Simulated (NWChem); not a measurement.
System: C5H10O; SMILES C1CCC(O)C1

The following NWChem deck was run.

```
start job
memory heap 200 mb stack 900 mb global 1100 mb
geometry units angstroms noautoz
  O      0.024309    -1.769004    -0.698748
  C     -0.083367    -0.899930     0.406145
  C     -1.257547     0.093457     0.266454
  C     -0.640615     1.441741    -0.172742
  C      0.843223     1.145328    -0.429538
  C      1.144062     0.005654     0.541201
  H      0.145778    -1.231836    -1.489214
  H     -0.207261    -1.561998     1.276385
  H     -1.801177     0.196769     1.217918
  H     -1.977630    -0.311019    -0.461098
  H     -0.730518     2.181404     0.638813
  H     -1.142885     1.880186    -1.048221
  H      1.491406     2.024206    -0.294961
  H      0.998542     0.806122    -1.470178
  H      2.075928    -0.541694     0.335010
  H      1.203638     0.400713     1.570141
end
basis spherical
  * library 3-21g
end
dft
  xc b3lyp
  iterations 150
  mulliken
end
task dft energy
```

NWChem printed, in part:

```
             Northwest Computational Chemistry Package (NWChem) 7.3.0
             --------------------------------------------------------

 C1  symmetry detected

                             Geometry "geometry" -> ""
                             -------------------------

 Output coordinates in angstroms (scale by  1.889725989 to convert to a.u.)

  No.       Tag          Charge          X              Y              Z
 ---- ---------------- ---------- -------------- -------------- --------------
    1 O                    8.0000    -0.00041651    -1.81180985    -0.56455430
    2 C                    6.0000    -0.11008389    -0.88106223     0.48870456
    3 C                    6.0000    -1.26615528     0.12064516     0.27631054
    4 C                    6.0000    -0.62156951     1.43291666    -0.22749564
    5 C                    6.0000     0.86089066     1.10027629    -0.44484859
    6 C                    6.0000     1.12955602     0.01197799     0.59203177
    7 H                    1.0000     0.14093751    -1.32136508    -1.38163670
    8 H                    1.0000    -0.25699859    -1.49172267     1.39231472
    9 H                    1.0000    -1.82167743     0.28495584     1.21219933
   10 H                    1.0000    -1.98207071    -0.31276500    -0.43858316
   11 H                    1.0000    -0.71131791     2.21787437     0.54035333
   12 H                    1.0000    -1.10416349     1.82949942    -1.13347456
   13 H                    1.0000     1.52099913     1.97538383    -0.34933782
   14 H                    1.0000     1.02571222     0.70137063    -1.46260319
   15 H                    1.0000     2.05544516    -0.56002006     0.43070499
   16 H                    1.0000     1.18063819     0.46274431     1.59828162

 Effective nuclear repulsion energy (a.u.)     257.6457857591

                                 NWChem DFT Module
                                 -----------------

 Summary of "ao basis" -> "ao basis" (spherical)
 ------------------------------------------------------------------------------
       Tag                 Description            Shells   Functions and Types
 ---------------- ------------------------------  ------  ---------------------
 O                           3-21g                   5        9   3s2p
 C                           3-21g                   5        9   3s2p
 H                           3-21g                   2        2   2s

            General Information
            -------------------
          SCF calculation type: DFT
          Wavefunction type:  closed shell.
          No. of atoms     :    16
          No. of electrons :    48
           Alpha electrons :    24
            Beta electrons :    24
          Charge           :     0
          Spin multiplicity:     1
          Use of symmetry is: off; symmetry adaption is: off
          Maximum number of iterations: 150
          AO basis - number of functions:    74
                     number of shells:    50
          Convergence on energy requested:  1.00D-06
          Convergence on density requested:  1.00D-05
          Convergence on gradient requested:  5.00D-04

              XC Information
              --------------
                         B3LYP Method XC Potential
                     Hartree-Fock (Exact) Exchange  0.200
                        Slater Exchange Functional  0.800 local
                    Becke 1988 Exchange Functional  0.720 non-local
              Lee-Yang-Parr Correlation Functional  0.810
                  VWN I RPA Correlation Functional  0.190 local

             Grid Information
             ----------------
          Grid used for XC integration:  medium
          Radial quadrature: Mura-Knowles
          Angular quadrature: Lebedev.
          Tag              B.-S. Rad. Rad. Pts. Rad. Cut. Ang. Pts.
          ---              ---------- --------- --------- ---------
          O                   0.60       49          10.0       434
          C                   0.70       49           9.0       434
          H                   0.35       45          10.0       434
          Grid pruning is: on
          Number of quadrature shells:   744
          Spatial weights used:  Erf1

      Superposition of Atomic Density Guess
      -------------------------------------

 Sum of atomic energies:        -266.64948780

      Non-variational initial energy
      ------------------------------

 Total energy =    -270.747750
 1-e energy   =    -870.763202
 2-e energy   =     342.369666
 HOMO         =      -0.319244
 LUMO         =       0.136214

     ---------------------------------------------
      Total Density - Mulliken Population Analysis
     ---------------------------------------------

    Atom       Charge   Shell Charges
 -----------   ------   -------------------------------------------------------
    1 O    8     8.85   1.99  0.43  2.24  1.45  2.74
    2 C    6     5.77   1.99  0.38  1.34  0.99  1.07
    3 C    6     6.52   1.99  0.39  1.55  1.11  1.47
    4 C    6     6.48   1.99  0.39  1.53  1.11  1.46
    5 C    6     6.49   1.99  0.39  1.53  1.12  1.46
    6 C    6     6.53   1.99  0.39  1.56  1.13  1.46
    7 H    1     0.51   0.33  0.19
    8 H    1     0.79   0.44  0.36
    9 H    1     0.75   0.42  0.33
   10 H    1     0.75   0.42  0.34
   11 H    1     0.76   0.42  0.34
   12 H    1     0.76   0.42  0.33
   13 H    1     0.75   0.42  0.33
   14 H    1     0.76   0.42  0.34
   15 H    1     0.75   0.42  0.34
   16 H    1     0.76   0.42  0.34

   convergence    iter        energy       DeltaE   RMS-Dens  Diis-err
 ---------------- ----- ----------------- --------- --------- ---------
 d= 0,ls=0.0,diis     1   -270.1957061553 -5.28D+02  1.56D-02  7.96D-01
 d= 0,ls=0.0,diis     2   -270.2312120387 -3.55D-02  1.05D-02  5.23D-01
 d= 0,ls=0.0,diis     3   -270.2727899861 -4.16D-02  2.75D-03  1.01D-01
 d= 0,ls=0.0,diis     4   -270.2815840167 -8.79D-03  4.34D-04  1.02D-03
 d= 0,ls=0.0,diis     5   -270.2816868282 -1.03D-04  1.55D-04  1.47D-04
  Resetting Diis
 d= 0,ls=0.0,diis     6   -270.2817045217 -1.77D-05  1.61D-05  6.64D-07
 d= 0,ls=0.0,diis     7   -270.2817046102 -8.85D-08  8.15D-06  9.12D-08

         Total DFT energy =     -270.281704610152
      One electron energy =     -875.833839240015
           Coulomb energy =      387.343381737844
    Exchange-Corr. energy =      -39.437032867113
 Nuclear repulsion energy =      257.645785759132

 Numeric. integr. density =       48.000031258591

                       DFT Final Molecular Orbital Analysis
                       ------------------------------------

 Vector   22  Occ=2.000000D+00  E=-3.222045D-01
              MO Center= -2.6D-01,  8.6D-01, -1.3D-01, r^2= 3.6D+00
   Bfn.  Coefficient  Atom+Function         Bfn.  Coefficient  Atom+Function
  ----- ------------  ---------------      ----- ------------  ---------------
    32      0.236360   4 C  pz               36      0.210789   4 C  pz
    70      0.199023  14 H  s                64      0.186368  11 H  s
    23     -0.177913   3 C  pz               27     -0.165762   3 C  pz
    41     -0.165770   5 C  pz               63      0.162003  11 H  s
    69      0.158600  14 H  s                66     -0.155983  12 H  s

 Vector   23  Occ=2.000000D+00  E=-2.940034D-01
              MO Center= -6.4D-02, -1.2D+00, -1.1D-01, r^2= 2.7D+00
   Bfn.  Coefficient  Atom+Function         Bfn.  Coefficient  Atom+Function
  ----- ------------  ---------------      ----- ------------  ---------------
     8      0.403715   1 O  py                4      0.357496   1 O  py
     6     -0.292147   1 O  s                13     -0.245286   2 C  py
    58      0.182844   8 H  s                51     -0.156460   6 C  s
    52      0.145164   6 C  px               57      0.142973   8 H  s
    22      0.133687   3 C  py               55      0.124704   7 H  s

 Vector   24  Occ=2.000000D+00  E=-2.398599D-01
              MO Center= -1.9D-02, -1.3D+00, -2.8D-01, r^2= 2.0D+00
   Bfn.  Coefficient  Atom+Function         Bfn.  Coefficient  Atom+Function
  ----- ------------  ---------------      ----- ------------  ---------------
     7      0.533023   1 O  px                3      0.460873   1 O  px
    24      0.231770   3 C  s                51     -0.214536   6 C  s
    12     -0.161688   2 C  px               22     -0.140335   3 C  py
    26     -0.140085   3 C  py               49      0.132509   6 C  py
    74      0.129815  16 H  s                53      0.121419   6 C  py

 Vector   25  Occ=0.000000D+00  E= 8.434920D-02
              MO Center=  1.4D-01,  1.8D-01, -4.3D-01, r^2= 5.6D+00
   Bfn.  Coefficient  Atom+Function         Bfn.  Coefficient  Atom+Function
  ----- ------------  ---------------      ----- ------------  ---------------
    42      0.840135   5 C  s                56     -0.651994   7 H  s
    33      0.605830   4 C  s                70     -0.595135  14 H  s
    68     -0.583472  13 H  s                60     -0.546356   9 H  s
    64     -0.544542  11 H  s                 6      0.490293   1 O  s
    51      0.435682   6 C  s                74     -0.433424  16 H  s

 Vector   26  Occ=0.000000D+00  E= 1.037536D-01
              MO Center= -1.5D-01,  3.9D-01, -1.4D-01, r^2= 5.7D+00
   Bfn.  Coefficient  Atom+Function         Bfn.  Coefficient  Atom+Function
  ----- ------------  ---------------      ----- ------------  ---------------
    70      0.770518  14 H  s                66      0.615037  12 H  s
    58     -0.571314   8 H  s                60     -0.555560   9 H  s
    62      0.507278  10 H  s                64     -0.503944  11 H  s
    42     -0.466460   5 C  s                72      0.421206  15 H  s
    74     -0.412106  16 H  s                36      0.397946   4 C  pz

 Vector   27  Occ=0.000000D+00  E= 1.349371D-01
              MO Center= -4.8D-01, -1.1D-01, -3.3D-01, r^2= 5.7D+00
   Bfn.  Coefficient  Atom+Function         Bfn.  Coefficient  Atom+Function
  ----- ------------  ---------------      ----- ------------  ---------------
    62     -0.864453  10 H  s                24      0.830868   3 C  s
    66     -0.750715  12 H  s                33      0.692551   4 C  s
    51      0.659231   6 C  s                56      0.613210   7 H  s
     6     -0.589515   1 O  s                72     -0.559729  15 H  s
    58     -0.429086   8 H  s                64     -0.384371  11 H  s

     ---------------------------------------------
      Total Density - Mulliken Population Analysis
     ---------------------------------------------

    Atom       Charge   Shell Charges
 -----------   ------   -------------------------------------------------------
    1 O    8     8.56   1.98  0.42  2.15  1.50  2.50
    2 C    6     5.95   1.99  0.37  1.63  0.97  1.00
    3 C    6     6.39   1.99  0.36  1.67  1.08  1.29
    4 C    6     6.38   1.99  0.36  1.67  1.08  1.28
    5 C    6     6.39   1.99  0.36  1.67  1.09  1.28
    6 C    6     6.39   1.99  0.36  1.68  1.09  1.27
    7 H    1     0.66   0.45  0.21
    8 H    1     0.80   0.48  0.32
    9 H    1     0.81   0.47  0.34
   10 H    1     0.80   0.47  0.33
   11 H    1     0.80   0.47  0.33
   12 H    1     0.81   0.47  0.34
   13 H    1     0.81   0.47  0.34
   14 H    1     0.83   0.47  0.36
   15 H    1     0.80   0.47  0.34
   16 H    1     0.81   0.47  0.35

     -------------------------------------------
      Total Density - Lowdin Population Analysis
     -------------------------------------------

    Atom       Charge   Shell Charges
 -----------   ------   -------------------------------------------------------
    1 O    8     8.32   1.98  0.58  2.12  1.02  2.62
    2 C    6     5.94   1.97  0.43  1.55  0.54  1.45
    3 C    6     6.20   1.97  0.43  1.59  0.57  1.64
    4 C    6     6.17   1.97  0.42  1.58  0.56  1.63
    5 C    6     6.17   1.97  0.42  1.58  0.56  1.63
    6 C    6     6.19   1.97  0.43  1.60  0.57  1.63
    7 H    1     0.78   0.46  0.32
    8 H    1     0.92   0.49  0.43
    9 H    1     0.91   0.47  0.43
   10 H    1     0.91   0.47  0.44
   11 H    1     0.91   0.48  0.44
   12 H    1     0.91   0.48  0.44
   13 H    1     0.91   0.47  0.44
   14 H    1     0.93   0.48  0.45
   15 H    1     0.91   0.47  0.44
   16 H    1     0.91   0.47  0.44

     Multipole analysis of the density
     ---------------------------------

     L   x y z        total         alpha         beta         nuclear
     -   - - -        -----         -----         ----         -------
     0   0 0 0     -0.000000    -24.000000    -24.000000     48.000000

     1   1 0 0      0.041399      0.020699      0.020699      0.000000
     1   0 1 0      0.695747      0.347874      0.347874     -0.000000
     1   0 0 1     -0.081711     -0.040855     -0.040855      0.000000

     2   2 0 0    -28.372695    -89.454271    -89.454271    150.535846
     2   1 1 0     -0.082969      0.116573      0.116573     -0.316114
     2   1 0 1     -0.303816      0.099077      0.099077     -0.501970
     2   0 2 0    -32.317196   -137.446797   -137.446797    242.576398
     2   0 1 1     -0.237243      1.509954      1.509954     -3.257151
     2   0 0 2    -26.080573    -48.981213    -48.981213     71.881854
```

Level: B3LYP/3-21G. All runs use the structure optimised with PBE0/def2-SVP. B3LYP is NWChem's, with the RPA form of VWN correlation.
